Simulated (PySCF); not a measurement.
Species: C5H6NO2 (doublet state).
Cartesian coordinates in Å at the GFN2-xTB level; atoms count from 1:
```
atom  x, y, z in Å
C1    -2.8980    0.2864   -1.1024
C2    -2.0453    0.0539   -0.1179
O3    -0.7028    0.0574   -0.3193
C4     0.1117   -0.1919    0.7452
C5     1.4367   -0.2029    0.6182
N6     2.0797    0.0393   -0.6075
C7     3.3899    0.0410   -0.8055
O8     4.3271   -0.1432   -0.0738
H9    -3.9554    0.2800   -0.9238
H10   -2.5576    0.4871   -2.1018
H11   -2.3699   -0.1507    0.8977
H12   -0.3662   -0.3808    1.6984
H13    2.0903   -0.3981    1.4504
H14    1.4591    0.2221   -1.3851
```

The hyperfine couplings belong to this conformer and change with its torsions.

The species is `C=CO/C=C\N[C]=O` [radical].

Computed, not measured: PySCF, UKS B3LYP, pcH-1 on C H N O, non-relativistic, mean-field spin-orbit, GIAO. The structure is a single GFN2-xTB conformer in the gas phase; no vibrational or solvent corrections. The geometry wasn't refined by DFT: couplings that depend on bond lengths, twists or pyramidal angles can differ widely from those at the functional's own minimum. The SCF solution wasn't tested for stability.

Match the computed a_iso(13C) values +466.9, +30.9 MHz with the sites C5; C7.

```csv
site,a_iso (MHz),ρ(0) (bohr⁻³),position,distance from C7 (Å),spin population,largest |T| (MHz)
C5,+30.9,+0.0275,2 bonds from C7,2.43,+0.06,9.5
C7,+466.9,+0.4153,largest spin population,0.00,+0.68,95.7
```

ρ(0) is the spin density at the nucleus and T the dipolar tensor. The Mulliken spin populations are largest on C7 (+0.68), O8 (+0.28) and C5 (+0.06).
